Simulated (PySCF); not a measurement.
CH4S2Zn, SMILES [Zn]([S]C)[SH]. Atoms are numbered in the order given.

```xyz
8

Zn    -0.1758     0.2036     0.2588
S     -1.6661     1.7833     0.4114
H     -2.6895     0.8991     0.4451
S      1.3189    -1.3656     0.1075
C      1.4833    -1.5035    -1.7097
H      0.5437    -1.8078    -2.1914
H      2.2303    -2.2878    -1.8960
H      1.8466    -0.5725    -2.1666
```

Geometry optimised at PBE0-D3(BJ)/def2-SVP. The structure was generated by enumeration; whether it is a known compound was not checked. The values are those of a single conformer.

Level of theory: PySCF with PBE0/def2-TZVP.

ESP charges are fitted to the potential on shells at 1.4 to 2.0 van der Waals radii. Atomic charges (e):

| atom | ESP fit | Löwdin | meta-Löwdin |
|---|---|---|---|
| Zn1 | 0.57 | -0.12 | 1.09 |
| S2 | -0.43 | 0.00 | -0.67 |
| H3 | 0.15 | 0.07 | 0.11 |
| S4 | -0.39 | 0.24 | -0.53 |
| C5 | -0.24 | -0.52 | -0.40 |
| H6 | 0.07 | 0.11 | 0.13 |
| H7 | 0.17 | 0.12 | 0.14 |
| H8 | 0.10 | 0.11 | 0.13 |
